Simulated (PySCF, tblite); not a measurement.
C₆H₆FNO.
SMILES with atom numbers: `[CH3:1][C:2]1=[CH:3][CH2:4][C@@:5]([F:6])([C:7]#[N:8])[O:9]1` (hydrogens: H10, H11, H12 on C1; H13 on C3; H14, H15 on C4)

The geometry is computed with GFN2-xTB (gas phase).

Task: What internal coordinates does the optimisation give?

Result: 
```
                  bond  length (bohr)
                 C1–C2          2.801
                 C2=C3          2.509
                 C3–C4          2.837
                 C4–C5          2.922
                 C5–F6          2.630
                 C5–C7          2.759
                 C7≡N8          2.156
                 C5–O9          2.628
                 C2–O9          2.624
C1–H10, C1–H11, C1–H12          2.055
                C3–H13          2.022
                C4–H14          2.062
                C4–H15          2.065
```

Bonds in one row agree within 0.02 bohr and their mean is given. A selection of angles:
```
     angle  degrees
 C2–C1–H10    110.0
H10–C1–H11    109.6
H11–C1–H12    107.8
  C1–C2–C3    131.8
  C1–C2–O9    115.4
  C3–C2–O9    112.7
  C2–C3–C4    109.7
 C2–C3–H13    127.0
 C4–C3–H13    123.3
  C3–C4–C5    100.6
 C3–C4–H14    113.4
 C3–C4–H15    112.5
 C5–C4–H14    109.7
 C5–C4–H15    111.8
H14–C4–H15    108.8
  C4–C5–F6    109.3
  C4–C5–C7    112.7
  C4–C5–O9    107.7
  F6–C5–C7    108.1
  F6–C5–O9    108.1
  C7–C5–O9    110.9
  C5–C7–N8    177.2
  C2–O9–C5    108.3
```

Dihedral angles: C1–C2–C3–C4 179° (antiperiplanar); C2–C3–C4–C5 5° (synperiplanar); C3–C4–C5–F6 109° (anticlinal); C4–C5–O9–C2 10° (synperiplanar); C1–C2–O9–C5 174° (antiperiplanar).

The 5-membered ring C2–C3–C4–C5–O9 has internal angles of 100.6° to 112.7° (sum 539°, against 540° for a flat polygon); it is slightly puckered (a soft mode that the optimisation may not have finished), 0.04 Å rms from its mean plane, widest ring torsion 10°. The C–C distances run from 1.328 Å (C2=C3, drawn double) to 1.546 Å (C4–C5, drawn single), a spread of 0.218 Å. O9 (cyclic ether oxygen) is bent (angle 108.3°).

Point group: C1 (no symmetry element, even within 0.4 Å). Its GFN2-xTB frequencies are all real (lowest 70 cm⁻¹). 2 starts were optimised and ended at 0.00 and 0.02 kcal/mol (GFN2-xTB); the lowest of these is shown.
